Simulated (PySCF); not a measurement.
Atomic charges by several schemes

Compound: C2H7NSSi.
SMILES with atom numbers: `[CH3:1][S:2]/[CH:3]=[N:4]/[SiH3:5]` (hydrogens: H6, H7, H8 on C1; H9 on C3; H10, H11, H12 on Si5)

Geometry (GFN2-xTB, Å), atoms numbered from 1 in this order:
```
atom  x, y, z in Å
C1     2.1412    0.5633   -0.3197
S2     1.9297   -0.9695    0.6229
C3     0.1924   -1.0225    0.7069
N4    -0.5162   -0.1343    0.1855
Si5   -2.2073    0.1529    0.0615
H6     1.6458    0.4494   -1.2787
H7     1.6866    1.3757    0.2384
H8     3.2065    0.7225   -0.4456
H9    -0.1416   -1.9042    1.2570
H10   -2.2478    1.3997   -0.6978
H11   -2.8734   -0.9376   -0.6535
H12   -2.8145    0.3040    1.3854
```

Density: PBE0/pcSseg-1 (PySCF); schemes: Mulliken, IAO, Hirshfeld and ESP-fitted. One conformer (not necessarily the lowest) at the GFN2-xTB geometry, without solvent, vibrations or thermal averaging. GFN2-xTB frequencies show an imaginary mode (112i cm⁻¹), so this geometry is no minimum at that level.

Task: Tabulate the Mulliken, IAO, Hirshfeld and ESP-fitted charges.

Result: In e:

```json
{"atom": "C1", "environment": "S-methyl carbon", "Mulliken": "-0.363", "IAO": "-0.501", "Hirshfeld": "-0.118", "ESP-fitted": "-0.310"}
{"atom": "S2", "environment": "sulfur bonded to 2 C", "Mulliken": "+0.020", "IAO": "+0.172", "Hirshfeld": "+0.031", "ESP-fitted": "-0.163"}
{"atom": "C3", "environment": "C=N carbon", "Mulliken": "+0.055", "IAO": "-0.058", "Hirshfeld": "+0.037", "ESP-fitted": "+0.127"}
{"atom": "N4", "environment": "C=N nitrogen", "Mulliken": "-0.598", "IAO": "-0.594", "Hirshfeld": "-0.249", "ESP-fitted": "-0.333"}
{"atom": "Si5", "environment": "SiH3 silicon", "Mulliken": "+0.613", "IAO": "+0.759", "Hirshfeld": "+0.349", "ESP-fitted": "+0.507"}
{"atom": "H6", "environment": "methyl hydrogen", "Mulliken": "+0.159", "IAO": "+0.170", "Hirshfeld": "+0.046", "ESP-fitted": "+0.118"}
{"atom": "H7", "environment": "methyl hydrogen", "Mulliken": "+0.159", "IAO": "+0.170", "Hirshfeld": "+0.046", "ESP-fitted": "+0.114"}
{"atom": "H8", "environment": "methyl hydrogen", "Mulliken": "+0.153", "IAO": "+0.166", "Hirshfeld": "+0.052", "ESP-fitted": "+0.187"}
{"atom": "H9", "environment": "hydrogen on a C=N carbon", "Mulliken": "+0.125", "IAO": "+0.126", "Hirshfeld": "+0.049", "ESP-fitted": "+0.113"}
{"atom": "H10", "environment": "Si–H hydrogen", "Mulliken": "-0.107", "IAO": "-0.131", "Hirshfeld": "-0.082", "ESP-fitted": "-0.128"}
{"atom": "H11", "environment": "Si–H hydrogen", "Mulliken": "-0.108", "IAO": "-0.139", "Hirshfeld": "-0.081", "ESP-fitted": "-0.117"}
{"atom": "H12", "environment": "Si–H hydrogen", "Mulliken": "-0.108", "IAO": "-0.139", "Hirshfeld": "-0.081", "ESP-fitted": "-0.116"}
```

Mean size of the charges over all atoms: IAO 0.260 e, Mulliken 0.214 e, ESP-fitted 0.194 e, Hirshfeld 0.102 e. Each set sums to the total charge, 0, to within 0.001 e. The Mulliken scheme counts on each atom the diagonal of the density matrix times the overlap matrix over that atom's basis functions. The IAO scheme counts the electrons in orthogonalised intrinsic atomic orbitals, a minimal basis polarised so that it spans the occupied orbitals exactly.

Lowest charge. All schemes agree: Mulliken N4 (-0.598); IAO N4 (-0.594); Hirshfeld N4 (-0.249); ESP-fitted N4 (-0.333).

Highest charge. All schemes agree: Mulliken Si5 (+0.613); IAO Si5 (+0.759); Hirshfeld Si5 (+0.349); ESP-fitted Si5 (+0.507).

Task: How many electrons does the Mulliken scheme count on S2?

Result: Z − q = 16 − (+0.020) = 15.980.

Task: Sum the charges by element, for elements with more than one atom.

Result: 
```json
{"element": "C", "atoms": "2", "Mulliken": "-0.308", "IAO": "-0.559", "Hirshfeld": "-0.081", "ESP-fitted": "-0.183"}
{"element": "H", "atoms": "7", "Mulliken": "+0.273", "IAO": "+0.222", "Hirshfeld": "-0.050", "ESP-fitted": "+0.171"}
```
